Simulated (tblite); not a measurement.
hydrogen peroxide (H$_{2}$O$_{2}$), singlet, geometry from GFN2-xTB; tblite with IPEA1-xTB.

Here is a job for tblite.
```
$ tblite run mol.xyz --method ipea1 --charge 0 --spin 0 --json tblite.json --no-restart

# file mol.xyz
4

O     -0.02311961     0.70996455    -0.01256427
O      0.02311961    -0.70996455     0.01256427
H      0.91389752     0.94248526    -0.03262698
H     -0.91389752    -0.94248526     0.03262698
```

What the program printed (banner, timings and long lists left out):

```
xTB calculator
 | screened Coulomb repulsion
 | Coulomb electrostatics
 |  * isotropic Klopman-Ohno-Mataga-Nishimoto electrostatics
 |  * onsite third-order electrostatics
 | DFT-D3(BJ) dispersion correction

halogen bonding energy    0.0000000000000E+00 Eh
repulsion energy          4.6449085662074E-02 Eh
dispersion energy        -3.1786680649725E-04 Eh
number of electrons       1.4000000000000E+01 e
integral cutoff           4.0000000000000E+01 bohr

------------------------------------------------------------
  cycle        total energy    energy error   density error
------------------------------------------------------------
      1     -10.43546161660  -1.0481593E+01   3.6068240E-01
      2     -10.46605965130  -3.0598035E-02   1.7587324E-01
      3     -10.46890104113  -2.8413898E-03   3.3422359E-02
      4     -10.46943337213  -5.3233099E-04   1.6596788E-02
      5     -10.46977403212  -3.4065999E-04   2.6628357E-04
      6     -10.46977402368   8.4347960E-09   1.6664697E-04
      7     -10.46977406864  -4.4961343E-08   2.6791617E-06
------------------------------------------------------------

electronic energy        -1.0515905287499E+01 Eh
total energy             -1.0469774068644E+01 Eh

Post processing:
 | Mayer-Wiberg bond orders

[Info] JSON dump of results written to 'tblite.json'
```
